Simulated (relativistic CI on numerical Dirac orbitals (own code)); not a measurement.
# Line list: Electric-dipole lines, Sc⁹⁺

These numbers are calculated, not measured: Dirac-Coulomb-Breit CI, separate exchange-only KLI orbitals for each configuration, a model potential for QED, unscaled Slater integrals (own radial code, finite nucleus).

CI space (outside the closed core [Ne]): 3s², 3s3p, 3p², 3s3d, 3d², 3p3d, 3p4s, 3s4s, 3s4p, 3d4s, 3s4d, 3s4f, 3s5s, 3s5p, 3s5d, 4s². Levels of other configurations are missing.

| λ vac (nm) | Lower | Upper | A (s⁻¹) | gf | Branching (%) |
| --- | --- | --- | --- | --- | --- |
| 10.928 | 3s3p ³P°2 [4] | 3s4d ³D3 [44] | 6.34e+10 | 7.95e-01 | 95.1 |
| 13.174 | 3p² ¹D2 [6] | 3s4f ¹F°3 [53] | 3.47e+10 | 6.32e-01 | 18.1 |
| 15.161 | 3s3d ³D1 [11] | 3s4f ³F°2 [49] | 1.62e+11 | 2.79e+00 | 83.9 |
| 15.165 | 3s3d ³D2 [12] | 3s4f ³F°3 [50] | 1.71e+11 | 4.13e+00 | 88.8 |
| 15.171 | 3s3d ³D3 [13] | 3s4f ³F°4 [51] | 1.92e+11 | 5.98e+00 | 99.9 |
| 16.564 | 3s3d ¹D2 [14] | 3s4f ¹F°3 [53] | 1.54e+11 | 4.43e+00 | 80.3 |
| 28.379 | 3p² ¹D2 [6] | 3p3d ¹F°3 [25] | 1.90e+10 | 1.61e+00 | 64.8 |
| 33.153 | 3s3p ³P°0 [2] | 3s3d ³D1 [11] | 8.90e+09 | 4.40e-01 | 56.2 |
| 33.350 | 3s3p ³P°1 [3] | 3s3d ³D2 [12] | 1.18e+10 | 9.84e-01 | 75.8 |
| 33.707 | 3p3d ³F°3 [16] | 3d² ³F3 [30] | 9.94e+09 | 1.18e+00 | 38.7 |
| 33.798 | 3s3p ³P°2 [4] | 3s3d ³D3 [13] | 1.51e+10 | 1.81e+00 | 100.0 |
| 34.037 | 3p3d ³F°4 [17] | 3d² ³F4 [31] | 1.03e+10 | 1.62e+00 | 41.1 |
| 34.238 | 3p² ¹S0 [10] | 3p3d ¹P°1 [26] | 1.81e+10 | 9.55e-01 | 66.5 |
| 34.461 | 3p² ³P0 [7] | 3p3d ³P°1 [20] | 1.58e+10 | 8.41e-01 | 67.3 |
| 34.857 | 3p² ³P2 [9] | 3p3d ³D°2 [24] | 1.19e+10 | 1.09e+00 | 46.5 |
| 34.862 | 3p² ³P2 [9] | 3p3d ³D°3 [23] | 2.01e+10 | 2.56e+00 | 73.8 |
| 34.863 | 3s3p ¹P°1 [5] | 3s3d ¹D2 [14] | 2.85e+10 | 2.60e+00 | 99.8 |
| 34.904 | 3p² ³P1 [8] | 3p3d ³P°2 [19] | 1.24e+10 | 1.14e+00 | 60.1 |
| 38.143 | 3p² ¹D2 [6] | 3p3d ¹D°2 [18] | 1.11e+10 | 1.21e+00 | 92.0 |
| 39.414 | 3p3d ³D°3 [23] | 3d² ³F4 [31] | 1.44e+10 | 3.02e+00 | 57.3 |
| 39.479 | 3p3d ³D°2 [24] | 3d² ³F3 [30] | 9.65e+09 | 1.58e+00 | 37.6 |
| 41.620 | 3s² ¹S0 [1] | 3s3p ¹P°1 [5] | 1.32e+10 | 1.03e+00 | 100.0 |
| 43.865 | 3p3d ¹F°3 [25] | 3d² ¹G4 [36] | 1.53e+10 | 3.96e+00 | 99.7 |
| 45.410 | 3s3p ³P°2 [4] | 3p² ³P2 [9] | 8.10e+09 | 1.25e+00 | 73.8 |
| 47.352 | 3s3d ³D3 [13] | 3p3d ³D°3 [23] | 4.76e+09 | 1.12e+00 | 17.5 |
| 48.525 | 3s3d ³D3 [13] | 3p3d ³P°2 [19] | 5.80e+09 | 1.02e+00 | 28.1 |
| 50.762 | 3s3d ¹D2 [14] | 3p3d ¹F°3 [25] | 9.02e+09 | 2.44e+00 | 30.7 |
| 58.445 | 3s3d ³D3 [13] | 3p3d ³F°4 [17] | 2.74e+09 | 1.26e+00 | 100.0 |
| 101.74 | 3s4p ³P°2 [39] | 3s4d ³D3 [44] | 2.76e+09 | 2.99e+00 | 4.1 |
| 220.18 | 3s5p ³P°2 [58] | 3s5d ³D3 [63] | 7.46e+08 | 3.80e+00 | 1.3 |

Terms are leading LS components. Brackets give the number of a level in order of energy, since labels repeat. The list gives strong lines, with weight on those to low levels, without lines whose two gauges differ by over a factor of 2.5, among the lowest 67 of 68 levels, so that lines to higher ones, which can be the strongest, are missing. Levels whose partners in the same complex of configurations lie outside the list can be far off, and so can their lines. Rates are taken at the computed energies, electric ones in the length gauge.

At this charge energies of transitions that change n are usually good to better than 1 %, and those within a shell (Δn = 0) to a few per cent.

**Question.** From the table, what is the radiative lifetime of 3s4d ³D3?

**Answer.** The listed rates from this level add up to about 6.62e+10 s⁻¹, 99 % of its decay; with all channels τ = 1.50e-11 s.

LS names give the leading component of a level, which can be under half, so a name can repeat, a term be missing and a line seem to break the LS rules.
